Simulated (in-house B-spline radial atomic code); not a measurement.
## Ionising Sm⁵⁺ with different functionals

Computed with a radial B-spline atomic code at the basis-set limit: scalar-relativistic (spin-free X2C) Hamiltonian, Fermi nucleus of rms radius 5.0819 fm, spin-polarised at highest spin, spherical fractional occupations for the functionals, the average over the highest-spin determinants for Hartree-Fock. The ionisation energy is the difference of two self-consistent energies, [Xe] 4f3 → [Kr] 4d10 4f4 5s2 5p4, without Breit or QED terms; ε is the level of the shell that loses the electron (its least bound occupied spin orbital). The two configurations differ by more than the removed electron. There is no spin-orbit coupling in this Hamiltonian.

Hybrids are left out here: with spherical fractional occupations of an open shell their exact exchange keeps a self-interaction that integer-occupation calculations don't have.

```csv
method,rung,ΔSCF (eV),-ε(5p) (eV)
Hartree-Fock,Hartree-Fock,91.55,87.18
LDA VWN5,LDA,92.06,80.67
LDA PW92,LDA,92.06,80.66
LDA exchange-only,LDA,89.97,78.87
PBE,GGA,91.58,80.44
PBEsol,GGA,?,?
BLYP,GGA,91.61,80.22
RPBE,GGA,91.47,80.41
PW91,GGA,91.71,80.53
BP86,GGA,91.89,80.57
AM05,GGA,91.65,80.48
OLYP,GGA,90.92,80.63
TPSS,meta-GGA,91.97,80.63
SCAN,meta-GGA,92.27,81.07
r2SCAN,meta-GGA,92.14,81.04
revTPSS,meta-GGA,?,?
```

Q: What does PBEsol give?

A: ΔSCF 91.67 eV, and -ε(5p) = 80.48 eV.

Q: What does revTPSS give?

A: ΔSCF 91.94 eV, and -ε(5p) = 80.68 eV.

Q: How do they compare with the NIST value?

A: NIST lists 87 eV ± 4 (tabulated theory, ground level to ground level). Errors run from +2.97 to +5.27 eV; all lie within about twice that uncertainty, so the table can't rank the methods. Hartree-Fock also lacks correlation.
